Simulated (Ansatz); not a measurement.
Total energies of (CdO)6 ring (Cd₆O₆) from Ansatz at PBE-D4/def2-TZVP, gas phase (1 Eh = 27.2114 eV = 2625.5 kJ/mol). The reference geometry is relaxed at r2SCAN-D4/def2-SVP.

| state | geometry | energy (Eh) |
| --- | --- | --- |
| charge 0 singlet | reference | -1457.79244 |
| charge 1 doublet | reference | -1457.50951 |
| free Cd atom (singlet) | – | -167.78889 |
| free O atom (triplet) | – | -75.00967 |

In the def2 sets Cd takes a core potential; there is no spin–orbit coupling. Single mean-field runs in def2-TZVP are fitted with def2-universal-jkfit.

Task: Work out the vertical ionisation energy to the doublet.

Result: E(charge 1 doublet) − E(charge 0 singlet) = -1457.50951 − (-1457.79244) = 0.28293 Eh = 7.70 eV. For comparison, −ε of the highest occupied level is 5.82 eV at this level, 1.88 eV less.

Task: What is the binding energy per atom against free atoms?

Result: Atoms: 6 × (-167.78889) + 6 × (-75.00967) = -1456.79136 Eh. Binding: -1456.79136 − (-1457.79244) = 1.00108 Eh = 27.24 eV, or 2.27 eV for each of 12 atoms (no zero-point energy, no counterpoise term).
